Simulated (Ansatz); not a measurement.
One change: `CS[SiH](C)Cl` becomes `C[SiH](Cl)[SiH2][AlH2]`.

Ansatz, PBE0-D4/def2-TZVP geometries, multiplicity 1. Each molecule was computed in one conformer, which needn't be the lowest. `C[SiH](Cl)[SiH2][AlH2]` holds a close contact that its SMILES doesn't draw: Al···Cl 2.52 Å.

```
                                      property  `CS[SiH](C)Cl`
            HOMO energy (PBE0/def2-TZVPP) / eV           -7.12
size of the dipole moment (PBE/def2-TZVPP) / D            1.02
         HOMO–LUMO gap (B3LYP/def2-TZVPP) / eV            6.74
           LUMO energy (B3LYP/def2-TZVPP) / eV           -0.14
         HOMO energy (ωB97M-V/def2-TZVPP) / eV           -9.31
            LUMO energy (PBE0/def2-TZVPP) / eV            0.09
```

**Question.** What does the change do to each property? (Best estimate.)

**Answer.** Ansatz gave: 
```tsv
property	`C[SiH](Cl)[SiH2][AlH2]`	shift
HOMO energy (PBE0/def2-TZVPP) / eV	-7.01	0.11
size of the dipole moment (PBE/def2-TZVPP) / D	2.75	1.73
HOMO–LUMO gap (B3LYP/def2-TZVPP) / eV	5.62	-1.12
LUMO energy (B3LYP/def2-TZVPP) / eV	-1.20	-1.06
HOMO energy (ωB97M-V/def2-TZVPP) / eV	-8.95	0.36
LUMO energy (PBE0/def2-TZVPP) / eV	-1.06	-1.15
```

With PBE0 the HOMO rises by 0.11 eV and the LUMO falls by 1.15 eV, so the gap narrows by about 1.26 eV. PBE moves the HOMO by -0.10 eV and ωB97M-V by 0.36 eV. Dipoles are sizes alone; their direction can turn.

Positive LUMOs are unbound, so they and the gaps depend on the basis.

B3LYP here is the variant with VWN-RPA as its local correlation; programs differ in this.
